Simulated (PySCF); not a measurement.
Molecule: `C(O[C@@H]1OCC(=O)C1)(F)F`, C₅H₆F₂O₃.

Bonds (- single, = double, # triple, : aromatic): O1=C2, C2-C3, C3-O4, O4-C5, C5-O6, O6-C7, C7-F8, C7-F9, C5-C10, C10-C2. C3 carries H11, H12; C5 carries H13; C7 carries H14; C10 carries H15, H16. Stereochemistry as in O=C1CO[C@@H](OC(F)F)C1. H12, H16 are cis to O6 on the ring; H11, H15 are trans to O6 on the ring.

Frames of a GFN2-xTB Langevin trajectory at 300 K; GIAO PBE0/pcSseg-1 shieldings in PySCF, gas phase, non-relativistic; equivalent atoms averaged within each frame.

Referencing at the same level of theory: ¹⁷O (336.08 ppm) against H2O; TMS for ¹³C (186.93 ppm); ¹⁹F (170.95 ppm) vs CFCl3. The references are static minima.

**Question.** How do the shifts (ppm) fluctuate along the trajectory?

**Answer.** 
```
         time (fs)     O1     O6    O4     C2     C7     C5    C3   C10      F9      F8
               250  649.7  168.2  86.3  224.9  117.8  105.8  74.8  48.5  -116.2  -117.8
               425  672.9  181.9  84.3  210.3  129.7  104.2  80.4  45.5   -92.3   -91.6
               625  654.7  143.7  72.5  223.1  121.5  106.5  79.1  43.5  -101.6   -89.7
               800  647.5  168.2  67.7  214.9  124.7  101.5  67.7  50.9   -85.0  -104.9
              1000  668.1  159.2  78.8  223.4  120.4  101.9  76.7  50.8  -107.0   -87.7
    mean of frames  658.6  164.3  77.9  219.3  122.8  104.0  75.7  47.8  -100.4   -98.3
standard deviation   11.3   14.1   7.8    6.4    4.6    2.3   5.0   3.3    12.2    12.8
```

5 frames give an uncertainty of the mean of about the standard deviation over 2.2 at best, since frames this close in time may not be independent; classical motion lacks zero-point vibration, and the reference would need the same averaging.
